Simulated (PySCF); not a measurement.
**Relaxation of doublet BrF2**

Method: UPBE0 in PySCF with Br def2-TZVP, F def2-TZVP; no relativity; density-fitted integrals. A (50,194) grid was used.

A hand-made linear start, of D∞h symmetry, held to at least that symmetry:

```xyz
3
charge 0 multiplicity 2, angstrom
Br    0.0000    0.0000    0.0000
F     0.0000    0.0000    1.7800
F     0.0000    0.0000   -1.7800
```

Optimiser trace:
```tsv
step	E − E(last) (kJ/mol)	largest gradient (Eh/bohr)
0	5.08	0.02317
1	0.24	0.00457
2	0.00	0.00054
3	0.00	0.00002
```

It ends at D∞h with Br–F 1.827 Å (×2); F–Br–F 180.0° (after a last refinement on a finer grid). A frequency run shows 1 imaginary mode, down to 160i cm⁻¹, so it is a saddle point. Other isomers or separated fragments may lie lower.

Final geometry:
```xyz
3
charge 0 multiplicity 2, angstrom
Br    0.0000    0.0000    0.0000
F     0.0000    0.0000    1.8265
F     0.0000    0.0000   -1.8265
```
